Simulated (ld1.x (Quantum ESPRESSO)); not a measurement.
**Configuration tests for V (Z = 23) (TM semilocal)**

ld1.x (Quantum ESPRESSO) 7.5 input, shortened:

```
&input
   title='V', zed=23., rel=1, dft='PBE', iswitch=3,
   config='[Ar] 3d3 4s0 4p0'
 /
 &inputp
   pseudotype=1, tm=.true., lloc=0,
   nlcc=.true., new_core_ps=.true., rcore=0.90
 /
3
3P  2  1   6.00   0.00  0.90  0.90  0.0
3D  3  2   3.00   0.00  2.20  2.20  0.0
3S  1  0   2.00   0.00  1.25  1.25  0.0
 &test
   configts(1)='3s2 3p6 3d3 4s0 4p0'
 /
```

Energies are relative to the spin-unpolarised reference configuration 3s2 3p6 3d3 4s0 4p0; without spin polarisation the order of configurations can differ from experiment.

| valence configuration | charge | ΔE all-electron (eV) | error AE − PS (meV) |
| --- | --- | --- | --- |
| 3s2 3p6 3d3 4s2 4p0 | 0 | -22.031 | +408 |
| 3s2 3p6 3d3 4s1 4p0 | +1 | -14.296 | +272 |
| 3s2 3p6 3d1 4s0 4p0 | +4 | 74.771 | +932 |
| 3s1 3p6 3d3 4s2 4p0 | +1 | 55.399 | +587 |
| 3s2 3p6 3d3 4s0 4p2 | 0 | -15.176 | +12 |

(1) What are ΔE and the potential's error for 3s2 3p6 3d2 4s0 4p0?

(2) What are ΔE and the potential's error for 3s2 3p6 3d3.5 4s1.5 4p0?

Levels in the configuration 3s1 3p6 3d3 4s2 4p0:

| level | all-electron (eV) | pseudo (eV) |
| --- | --- | --- |
| 3s | -85.232 | -85.283 |
| 3p | -58.739 | -58.708 |
| 3d | -18.603 | -18.032 |
| 4s | -12.676 | -12.940 |

Results:

(1) ΔE = 28.898 eV all-electron; the error (AE − PS) is +114 meV.

(2) ΔE = -21.976 eV all-electron; the error (AE − PS) is +235 meV.
